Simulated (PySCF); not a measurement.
Fe(OH)2: Fe(II) (d6), charge 0. The structure is a PBE0-D3(BJ)/def2-TZVP geometry optimised for multiplicity 5; coordination linear, point group C2h, metal–donor distances 1.78 Å.

```
5

Fe    0.000    0.000    0.000
O     0.000    0.000    1.785
H    -0.742    0.000    2.387
O     0.000    0.000   -1.785
H     0.742    0.000   -2.387
```

Method (PySCF 2.14, density fitting): CASSCF(6,5) with orbitals averaged over the states of highest spin, strongly contracted NEVPT2 on the averaged canonical orbitals; basis x2c-TZVPall on the metal, x2c-SVPall elsewhere; spin-free X2C; gas phase; spin-orbit coupling by state interaction with the mean-field operator over all roots.

Problem. What is the ground state?

Solution. 5Ag (S = 2, orbital degeneracy 1), orbital occupations from the lowest 2.0 1.0 1.0 1.0 1.0, by NEVPT2, but only 25 cm⁻¹ below 5Bg, which doesn't decide their order.

Problem. Where do the spin-allowed transitions within the shell lie?

Solution. By NEVPT2: 5Bg at 25 cm⁻¹; 5Ag at 6000 cm⁻¹ (1667 nm); 5Ag at 7154 cm⁻¹ (1398 nm); 5Bg at 10300 cm⁻¹ (971 nm). All are electric-dipole forbidden at this geometry.

Problem. Which is the lowest state of another spin?

Solution. 3Ag at 19473 cm⁻¹ by NEVPT2; CASSCF alone puts it at 21531 cm⁻¹ above the same ground state.

Problem. What ligand-field parameters describe the result?

Solution. At CASSCF level (the NEVPT2 levels don't fit a ligand-field model well): orbital energies 0, 15, 5342, 7953, 8316 cm⁻¹; B = 1083 cm⁻¹; C = 4219 cm⁻¹; B over its free-ion value at the same level 0.917; rms of the fit 461 cm⁻¹; ζ = 397 cm⁻¹ (free ion 412).

Problem. What are the magnetic parameters?

Solution. Degenerate or low-lying orbital states mix with the ground state, so no spin-only Hamiltonian applies. The lowest spin-orbit level is 2-fold; the next lies at 199.6 cm⁻¹. The two lowest states form a pseudo-doublet split by 0.000 cm⁻¹ with g_z = 12.00. μeff is 6.24 μB at 300 K and 6.05 μB at 10 K; the spin-only value is 4.90 μB.

5Bg (25 cm⁻¹) lies within 300 cm⁻¹ of 5Ag at NEVPT2 level, inside the method's error: their order is undecided, and g values and low-temperature moments can hang on it. Gaps between spin states lean to high spin in this active space.

The job took 4.5 s on one thread of Arm Neoverse V2 (shared host), with 86 basis functions, launched as `OMP_NUM_THREADS=1 python lf_run.py task.json out`.
